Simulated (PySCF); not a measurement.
B(Br)(Et)(OH) (C₂H₆BBrO), SMILES BrB(CC)O.

Geometry optimised at B3LYP-D3(BJ)/def2-SVP. One conformer was computed; it need not be the lowest.

All values below come from TDA-PBE/def2-SVPD (PySCF 2.14.0).

Vertical excitations. The molecule is in vacuum.

Computed lowest excited states:
```
state  energy (eV)  λ (nm)      f                                                                main pairs
-----  -----------  ------  -----  ------------------------------------------------------------------------
S1            5.83     213  0.001                                                           HOMO→LUMO 100 %
S2            6.42     193  0.072                                        HOMO→LUMO+1 57 %, HOMO−1→LUMO 39 %
S3            6.56     189  0.026                      HOMO−2→LUMO 48 %, HOMO→LUMO+1 27 %, HOMO−1→LUMO 18 %
S4            6.63     187  0.036  HOMO−2→LUMO 46 %, HOMO−1→LUMO 20 %, HOMO−1→LUMO+1 17 %, HOMO→LUMO+1 12 %
S5            6.77     183  0.034                                                        HOMO−1→LUMO+1 79 %
S6            7.08     175  0.021                                                        HOMO−2→LUMO+1 97 %
S7            7.22     172  0.022                                                          HOMO→LUMO+2 80 %
S8            7.25     171  0.009                                                          HOMO−3→LUMO 83 %
S9            7.40     168  0.019                                                        HOMO−1→LUMO+2 93 %
S10           7.70     161  0.003                                                        HOMO−3→LUMO+1 99 %
T1            5.67     219      0                                                            HOMO→LUMO 98 %
T2            5.80     214      0                                                          HOMO−1→LUMO 99 %
T3            6.11     203      0                                                          HOMO−2→LUMO 97 %
T4            6.32     196      0                                                          HOMO→LUMO+1 99 %
```
Triplets are in the Tamm–Dancoff approximation.
